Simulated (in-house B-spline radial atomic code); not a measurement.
**The germanium ion Ge⁸⁺: [Ar] 3d6**

Computed with a B-spline radial code for spherical atoms: Dirac-Kohn-Sham BHandHLYP, spherical fractional occupations, Fermi nucleus of rms radius 4.0742 fm.

Z_r = [3n² - l(l+1)]/(2<r>); Z_e = n√(-2ε); the last column is Slater's effective charge. Values are occupation-weighted means over j.

```
shell  electrons   ε (eV)  <r> (bohr)    Z_r    Z_e  Slater
   1s          2   -11260     0.04699  31.92  28.77   31.70
   2s          2  -1602.2      0.2092  28.68  21.70   27.85
   2p          6  -1421.9      0.1834  27.27  20.45   27.85
   3s          2  -355.37      0.5974  22.60  15.33   20.75
   3p          6  -297.43      0.6072  20.59  14.03   20.75
   3d          6  -198.53      0.6128  17.14  11.46   12.25
```

The least bound orbital is 3d5/2 at -198.2 eV, and it is also the most diffuse (<r> = 0.6139 bohr).

Spin-orbit splittings of the orbital energies (j = l + 1/2 above j = l - 1/2 when positive): 2p 32.07 eV, 3p 4.967 eV, 3d 0.7726 eV.

For the 1s electron the small component carries 1.34 % of the norm, the zero-frequency Breit interaction raises the level by 16.24 eV, self-energy by 8.39 eV, and vacuum polarisation lowers it by 0.809 eV.

The density falls to 0.001 bohr⁻³ at 1.872 bohr; Σ<r²> = 6.4609 bohr² gives, by the non-relativistic formula and without the paramagnetism of open shells, a Langevin diamagnetic susceptibility of -5.117×10⁻⁶ cm³/mol.

Caution: exact exchange at fractional occupations of open shells leaves self-interaction of up to several eV.
